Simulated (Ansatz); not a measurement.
Cost and result for the atomization energy of CH7AlBFSi (`[BH2][Al]([CH3])[SiH2]F`) (12 atoms, 11 bonds).

```xyz
12

B    -1.617    1.128   -1.326
Al   -0.033    0.146   -0.331
C     1.758   -0.180   -1.063
Si   -0.455   -0.667    1.975
F    -1.968   -0.330    2.439
H    -2.433    0.543   -1.984
H    -1.799    2.312   -1.246
H     2.514    0.323   -0.451
H     1.997   -1.248   -1.034
H     1.875    0.164   -2.093
H    -0.286   -2.144    2.120
H     0.447   -0.048    2.993
```

Total charge 0; spin multiplicity 1. Geometry: relaxed with PBE0-D4/def2-TZVP. It is one conformer, not always the lowest. Program: Ansatz. All runs use 4 threads of an INTEL XEON PLATINUM 8581C on a shared host. Times are those of one run each, without the atoms' runs, and a repeat can differ threefold. Electronic energies, without spin–orbit coupling; frozen cores. CCSD(T)/CBS adds CCSD(T) − MP2 in def2-TZVPP to the MP2 limit, and its time is that of the two runs behind it. T1 = 0.012. HSE06 is the plane-wave form, built on full-range PBE exchange.

CCSD(T)/CBS is a level of theory with its own doubt, some kJ/mol a heavy atom from the limit and from the frozen cores, so smaller differences don't rank the functionals.

```tsv
level	functions	wall time
LDA (SPW92)/def2-TZVPP	275	0.9 s
revPBE-D4/def2-TZVPP	275	1.3 s
BHLYP-D4/def2-TZVPP	275	1.8 s
PBE0-D4/def2-TZVPP	275	1.9 s
HSE06-D4/def2-TZVPP	275	2 s
CCSD(T)/def2-SVP	113	2.7 s
PBE-QIDH/def2-TZVPP	275	3.4 s
B97M-V/def2-TZVPP	275	4.3 s
ωB97X-V/def2-TZVPP	275	4.4 s
ωB97M-V/def2-TZVPP (with forces)	275	6.5 s
MP2/def2-QZVPP	521	15 s
CCSD(T)/def2-TZVPP	275	70 s
CCSD(T)/CBS(def2)	–	84 s
```

Question: What atomization energy does each give, and how far from CCSD(T)/CBS? (Estimate.)

Answer: The calculation gave: 
```
                           level  atomization (kJ/mol)  difference from CCSD(T)/CBS  per bond
          LDA (SPW92)/def2-TZVPP                4421.4                        455.1      41.4
            revPBE-D4/def2-TZVPP                3902.1                        -64.2      -5.8
             BHLYP-D4/def2-TZVPP                3901.2                        -65.1      -5.9
              PBE0-D4/def2-TZVPP                3948.7                        -17.6      -1.6
             HSE06-D4/def2-TZVPP                3950.7                        -15.6      -1.4
                CCSD(T)/def2-SVP                3732.5                       -233.8     -21.3
             PBE-QIDH/def2-TZVPP                3936.4                        -29.9      -2.7
               B97M-V/def2-TZVPP                3990.7                         24.4       2.2
              ωB97X-V/def2-TZVPP                3987.3                         21.0       1.9
ωB97M-V/def2-TZVPP (with forces)                3969.8                          3.5       0.3
                  MP2/def2-QZVPP                3958.1                         -8.2      -0.7
              CCSD(T)/def2-TZVPP                3871.0                        -95.3      -8.7
               CCSD(T)/CBS(def2)                3966.3                          0.0       0.0
```

From r2SCAN to r2SCAN0 (25 % exact exchange), in def2-TZVPP and without D4, the atomization energy moves by −43.7 kJ/mol: exact exchange takes away binding that semilocal exchange gives to molecules. At CCSD(T), def2-SVP lies −233.8 kJ/mol from the extrapolated value and def2-TZVPP −95.3 kJ/mol: correlation converges slowly with the basis, and small sets miss more of it in the bonded molecule than in its fragments. The D4 term adds +33.9 kJ/mol with B3LYP and +18.2 kJ/mol with PBE0; it sums over pairs of atoms, weighted by their polarisabilities, and B3LYP, whose exchange is more repulsive, gets the larger term.

B3LYP here is the variant with VWN-RPA as its local correlation; programs differ in this.
